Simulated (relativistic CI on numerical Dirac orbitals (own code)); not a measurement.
**Re²⁺: N6,7 absorption edge**

Computed with this model: Dirac-Coulomb-Breit CI, orbitals from a KLI potential per configuration, model QED (radiative potential, 1s self-energy scaled to tabulated hydrogen-like ionisation energies), valence Slater integrals scaled by 0.9, multiplet model of core-to-valence dipole absorption; configurations [Xe] 4f14 5d5 → [Xe] 4f13 5d6; 300 K; Lorentzian 0.45 eV and Gaussian 0.3 eV FWHM. Energies are those of the free ion, without screening or charge transfer. The branching ratio is the share of the lower-energy edge in the whole absorption, uncertain by about 0.02 where the edges overlap. S is read from ⟨S²⟩ = S(S + 1).

Field parameters in Wybourne normalisation: D3d B²₀ = −7Dσ, B⁴₀ = −14Dq − 21Dτ, B⁴₃ = −14√(10/7) Dq; D4h B²₀ = −7Ds, B⁴₀ = 21(Dq − Dt), B⁴₄ = 21√(5/14) Dq. The field is a parameter set, without covalency.

Computed curve for free ion, scaled to 100 at the maximum (points under 2 are left out and the grid is thinned):

Energy (eV), Intensity and a bar:
```
     38.5        2.2 
     38.7        2.6 
     38.8        3.0 
     39.0        3.8 #
     39.1        4.3 #
     39.3        6.0 #
     39.5        9.0 ##
     39.6       11.5 ###
     39.8       19.5 #####
     39.9       24.9 #######
     40.1       39.5 ###########
     40.2       49.9 ###############
     40.4       72.2 #####################
     40.6       93.0 ############################
     40.7      100.0 ##############################
     40.9       82.0 ########################
     41.0       61.9 ##################
     41.2       31.5 #########
     41.4       18.9 #####
     41.5       16.2 ####
     41.7       14.9 ####
     41.8       16.1 ####
     42.0       22.7 ######
     42.2       37.9 ###########
     42.3       48.4 ##############
     42.5       59.6 ##################
     42.6       54.8 ################
     42.8       36.5 ###########
     43.0       23.0 ######
     43.1       18.6 #####
     43.3       12.5 ###
     43.4       10.2 ###
     43.6        6.8 #
     43.7        5.7 #
     43.9        4.4 #
     44.1        3.6 
     44.2        3.3 
     44.4        2.8 
     44.5        2.5 
     44.7        2.0
```

The ground state has S = 2.45, and the centroid lies at 41.32 eV.
